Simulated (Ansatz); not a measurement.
Cost and result for the atomization energy of C3H6BN, SMILES `BC1(C)C=N1` (11 atoms, 11 bonds).

Cartesian coordinates in Å:
```
B 1.0796 -1.0919 0.3571
C -0.0328 -0.0607 0.1862
C -0.6859 0.2063 -1.1469
C -0.1188 0.9976 1.2199
N -0.9858 0.1537 1.4455
H 1.4328 -1.4047 1.4556
H 1.6221 -1.5629 -0.6014
H 0.0679 0.4559 -1.8985
H -1.2211 -0.6781 -1.5022
H -1.3998 1.0306 -1.0921
H 0.2418 1.9542 1.5769
```

Total charge 0; spin multiplicity 1. The structure was optimised at the PBE0-D4/def2-TZVP level. Program: Ansatz. All runs use 2 threads of an Arm Neoverse V2 on a shared host. Times are those of one run each, without the atoms' runs, and a repeat can differ threefold. Electronic energies, without spin–orbit coupling; frozen cores. CCSD(T)/CBS adds CCSD(T) − MP2 in def2-TZVPP to the MP2 limit, and its time is that of the two runs behind it. T1 = 0.012. HSE06 is the plane-wave form, built on full-range PBE exchange.

CCSD(T)/CBS is a level of theory with its own doubt, some kJ/mol a heavy atom from the limit and from the frozen cores, so smaller differences don't rank the functionals.

```csv
level,functions,wall time
LDA (SPW92)/def2-TZVPP,239,1.4 s
revPBE-D4/def2-TZVPP,239,2.5 s
PBE-D4/def2-TZVPP (with forces),239,3.1 s
BHLYP-D4/def2-TZVPP,239,3.3 s
HSE06-D4/def2-TZVPP,239,3.5 s
r2SCANh-D4/def2-TZVPP,239,6 s
CCSD(T)/def2-SVP,100,6 s
PBE-QIDH/def2-TZVPP,239,7 s
B97M-V/def2-TZVPP,239,11 s
ωB97M-V/def2-TZVPP (with forces),239,13 s
MP2/def2-QZVPP,465,32 s
CCSD(T)/def2-TZVPP,239,8.7 min
CCSD(T)/CBS(def2),–,9.2 min
```

(1) What atomization energy does each give, and how far from CCSD(T)/CBS? (Best estimate.)

## Answers

(1) Ansatz gave: 
```tsv
level	atomization (kcal/mol)	difference from CCSD(T)/CBS	per bond
LDA (SPW92)/def2-TZVPP	1199.3	163.6	14.9
revPBE-D4/def2-TZVPP	1049.2	13.5	1.2
PBE-D4/def2-TZVPP (with forces)	1075.7	40.0	3.6
BHLYP-D4/def2-TZVPP	1009.2	-26.5	-2.4
HSE06-D4/def2-TZVPP	1053.0	17.3	1.6
r2SCANh-D4/def2-TZVPP	1037.7	2.0	0.2
CCSD(T)/def2-SVP	992.9	-42.8	-3.9
PBE-QIDH/def2-TZVPP	1038.6	2.9	0.3
B97M-V/def2-TZVPP	1045.2	9.5	0.9
ωB97M-V/def2-TZVPP (with forces)	1045.6	9.9	0.9
MP2/def2-QZVPP	1047.5	11.8	1.1
CCSD(T)/def2-TZVPP	1010.0	-25.7	-2.3
CCSD(T)/CBS(def2)	1035.7	0.0	0.0
```

The D4 term adds +7.6 kcal/mol with B3LYP and +3.9 kcal/mol with PBE0; it sums over pairs of atoms, weighted by their polarisabilities, and B3LYP, whose exchange is more repulsive, gets the larger term. At CCSD(T), def2-SVP lies −42.9 kcal/mol from the extrapolated value and def2-TZVPP −25.8 kcal/mol: correlation converges slowly with the basis, and small sets miss more of it in the bonded molecule than in its fragments. Leaving LDA and LC-ωPBE aside and taking each functional with its dispersion term where it has one, the values spread over 66.5 kcal/mol, from BHLYP-D4 to PBE-D4. LDA lies +128.4 kcal/mol from PBE without D4, its usual overbinding.

B3LYP here is the variant with VWN-RPA as its local correlation; programs differ in this.
